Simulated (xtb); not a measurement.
HO₃S, SMILES O=S(=O)=[OH+], charge +1. All values are semi-empirical tight-binding results from xtb (GFN2-xTB unless named), good for trends rather than for accurate numbers. Geometry: GFN2-xTB. The isomer is the one that the SMILES or the coordinates give; other isomers of the formula were not compared.

Computed properties:
```
Quantity                                           Value
----------------------------------------  --------------
point group as xtb finds it                           Cs
orbital gap                                      4.42 eV
zero-point energy                          13.3 kcal/mol
G − E(el) at 298.15 K (modified RRHO)      -3.6 kcal/mol
static polarisability (D4 model)              35.5 bohr³
solvation energy, GFN2-xTB/ALPB(water)    -76.1 kcal/mol
solvation energy, GFN2-xTB/ALPB(benzene)  -50.3 kcal/mol
```
